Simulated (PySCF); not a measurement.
# Why did this PySCF run fail?

```python
from pyscf import gto, scf, ci

mol = gto.M(
    atom='As 0 0 0; H 0 0 1.42',
    basis='6-31g',
    charge=0,
    spin=2,
    symmetry=True,
    verbose=4,
)
mf = scf.UHF(mol)
mf.max_cycle = 1
mf.kernel()
ci.CISD(mf, frozen=9).kernel()
mf.dip_moment()
print('orbital energies (hartree):', [e[max(0, n-3):n+3].round(4) for e, n in zip(mf.mo_energy, mol.nelec)])
```

```bash
$ OMP_NUM_THREADS=1 python input.py
```

The log, shortened:

```
[earlier lines left out]
******** <class 'pyscf.scf.uhf_symm.SymAdaptedUHF'> ********
method = SymAdaptedUHF
initial guess = minao
damping factor = 0
level_shift factor = 0
DIIS = <class 'pyscf.scf.diis.CDIIS'>
SCF conv_tol = 1e-09
SCF max_cycles = 1
number electrons alpha = 18  beta = 16
Freeze 0 electrons in irreps []
    34 free electrons in irreps A1 E1x E1y E2x E2y
init E= -2233.38876289761

cycle= 1 E= -2234.3939002592  delta_E= -1.01  |g|= 0.119  |ddm|= 1.03
SCF not converged.
SCF energy = -2234.3939002592 after 1 cycles  <S^2> = 2  2S+1 = 3

******** <class 'pyscf.ci.ucisd.UCISD'> ********
CISD nocc = (np.int64(9), np.int64(7)), nmo = (20, 20)
frozen orbitals 9
max_cycle = 50
direct = 0
conv_tol = 1e-09
max_cycle = 50
max_space = 12
lindep = 0
nroots = 1
Init t2, MP2 energy = -0.171157482607225
UCISD converged
E(UCISD) = -2234.567076892212  E_corr = -0.1731766330117441
Dipole moment(X, Y, Z, Debye):  0.00000,  0.00000,  1.31316
orbital energies (hartree): [array([-0.3725, -0.1793, -0.1793,  0.1536,  0.2648,  0.3598]), array([-2.1412, -0.8357, -0.3725, -0.1793, -0.1793,  0.1536])]
```

**Question.** Which setting is at fault, why, and what does a mended input give?

**Answer.** The cycle limit (1): the limit is below the number of cycles that the SCF needs. With this edit
```diff
- mf.max_cycle = 1
```
the run finishes: E(SCF) = -2234.405109 Eh, 9 cycles, E(CISD) − E(SCF) = -0.16390 Eh, ⟨S²⟩ = 2.009, μz(SCF) = 0.89 D.

The bond length is a typed value, not an optimised one. No search for the lowest solution was made.
